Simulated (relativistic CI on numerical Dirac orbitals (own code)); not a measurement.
## Sn XXI: sensitivity of the levels to the model

Base calculation: Dirac-Coulomb-Breit CI, separate exchange-only KLI orbitals for each configuration, a model potential for QED, unscaled Slater integrals.

CI space (outside the closed core [Ar]): 3d10 4s2, 3d10 4s 4p, 3d10 4p2, 3d10 4s 4d, 3d10 4d2, 3d10 4s 4f, 3d10 4p 4d, 3d10 4f2, 3d10 4p 4f, 3d10 4d 4f, 3d10 4s 5s, 3d10 4s 5p, 3d10 4s 5d, 3d10 4s 5f, 3d10 4s 5g, 3d10 4s 6s, 3d10 4s 6p, 3d10 4s 6d, 3d10 4s 6f, 3d10 4s 7s, 3d9 4s2 4p, 3d9 4s2 4d, 3d9 4s2 4f, 3d9 4s2 5s, 3d9 4s2 5p, 3d9 4s2 5d. Double excitations out of closed p, d and f shells are left out; levels of such configurations are missing from the list, as are those of other unlisted configurations, and high levels can miss mixing partners. These lack a partner that the ground configuration has and come out too high: 3d9 4s2 4p, 3d9 4s2 4d, 3d9 4s2 4f, 3d9 4s2 5s, 3d9 4s2 5p.

Variants: (1) valence Slater integrals scaled by 0.9. Shifts of the energy above 3d10 4s2 1S_0, in cm⁻¹, for the lowest level and the first level of each name with at least 55 % of one term (blank where a level changes its place among those of its configuration and J or its character, or is not in the variant):

```tsv
Level	Base	Δ(1)
3d10 4s2 1S_0	0	0
3d10 4s 4p 3P°_0	309985	+1028
3d10 4s 4p 3P°_1	328239	+249
3d10 4s 4p 3P°_2	401551	+980
3d10 4s 4p 1P°_1	490356	-7672
3d10 4p2 3P_0	724679	-1917
3d10 4p2 3P_1	794174	-282
3d10 4p2 1D_2	797631	+546
3d10 4p2 3P_2	883674	+590
3d10 4p2 1S_0	947704	-6883
3d10 4s 4d 3D_1	1022464	-650
3d10 4s 4d 3D_2	1028480	-753
3d10 4s 4d 3D_3	1039443	-634
3d10 4s 4d 1D_2	1108411	-9001
3d10 4p 4d 3F°_2	1350073	+2455
3d10 4p 4d 3F°_3	1389854	+1724
3d10 4p 4d 3D°_1	1421371	-4250
3d10 4p 4d 3F°_4	1453813	+2943
3d10 4p 4d 3P°_0	1489649	-2563
3d10 4p 4d 3D°_3	1491314	-2668
3d10 4p 4d 3P°_1	1493320	-2795
3d10 4p 4d 1F°_3	1533822	-3355
```

At this charge energies of transitions that change n are usually good to better than 1 %, and those within a shell (Δn = 0) to a few per cent.

Ionisation energy from the two ground configurations alone: base 607.2 eV. The NIST ASD value (theoretical) is 608 eV.

LS names give the leading component of a level, which can be under half, so a name can repeat, a term be missing and a line seem to break the LS rules.
